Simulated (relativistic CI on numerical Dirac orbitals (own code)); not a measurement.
# d3 in a ligand field

Computed with a parametric ligand-field model of a d^n configuration (Racah B and C, spin-orbit zeta, crystal field), exact diagonalisation.

Field parameters in Wybourne normalisation: Oh B⁴₀ = 21Dq, B⁴₄ = √(5/14) B⁴₀. The field is a parameter set, without covalency.

Ground term and bands for B = 310, C = 1580, ζ = 0 cm⁻¹, Oh, 10Dq = 16400 cm⁻¹?

Ground term 4A2 with 0.00 electrons in the two orbitals of the cubic e set. Spin-allowed: 4T2 16400 cm⁻¹ (610 nm), 4T1 19870 cm⁻¹ (503 nm), 4T1 33980 cm⁻¹ (294 nm). Lowest spin-forbidden: 2E 7203 cm⁻¹ (1388 nm), 2T1 7408 cm⁻¹ (1350 nm), 2T2 11439 cm⁻¹ (874 nm). With an A2 ground term the first spin-allowed band lies at |10Dq| itself.

Ground term and bands for B = 720, C = 3200, ζ = 0 cm⁻¹, Oh, 10Dq = 37600 cm⁻¹?

Ground term 4A2 with 0.00 electrons in the two orbitals of the cubic e set. Spin-allowed: 4T2 37600 cm⁻¹ (266 nm), 4T1 45651 cm⁻¹ (219 nm), 4T1 77949 cm⁻¹ (128 nm). Lowest spin-forbidden: 2E 15301 cm⁻¹ (654 nm), 2T1 15793 cm⁻¹ (633 nm), 2T2 24422 cm⁻¹ (409 nm). With an A2 ground term the first spin-allowed band lies at |10Dq| itself.

Ground term and bands for B = 430, C = 1980, ζ = 0 cm⁻¹, Oh, 10Dq = 4000 cm⁻¹?

Ground term 4A2 with 0.00 electrons in the two orbitals of the cubic e set. Spin-allowed: 4T2 4000 cm⁻¹ (2500 nm), 4T1 6644 cm⁻¹ (1505 nm), 4T1 11806 cm⁻¹ (847 nm). Lowest spin-forbidden: 2E 8798 cm⁻¹ (1137 nm), 2T1 9176 cm⁻¹ (1090 nm), 2A1 11660 cm⁻¹ (858 nm). With an A2 ground term the first spin-allowed band lies at |10Dq| itself.

A d3 ion in Oh symmetry has the ground term 4A2 and bands at 2E 16128 cm⁻¹ (620 nm), 2T1 16821 cm⁻¹ (594 nm), 4T2 21200 cm⁻¹ (472 nm), 2T2 24523 cm⁻¹ (408 nm), 4T1 29234 cm⁻¹ (342 nm), 4T1 46216 cm⁻¹ (216 nm). Which parameters reproduce them?

B = 790, C = 3420, ζ = 0 cm⁻¹, Oh, 10Dq = 21200 cm⁻¹.

Ground term and bands for B = 860, C = 3630, ζ = 0 cm⁻¹, Oh, 10Dq = 3900 cm⁻¹?

Ground term 4A2 with 0.00 electrons in the two orbitals of the cubic e set. Spin-allowed: 4T2 3900 cm⁻¹ (2564 nm), 4T1 6794 cm⁻¹ (1472 nm), 4T1 17806 cm⁻¹ (562 nm). Lowest spin-forbidden: 2E 16117 cm⁻¹ (620 nm), 2T1 16682 cm⁻¹ (599 nm), 2A1 18230 cm⁻¹ (549 nm). With an A2 ground term the first spin-allowed band lies at |10Dq| itself.
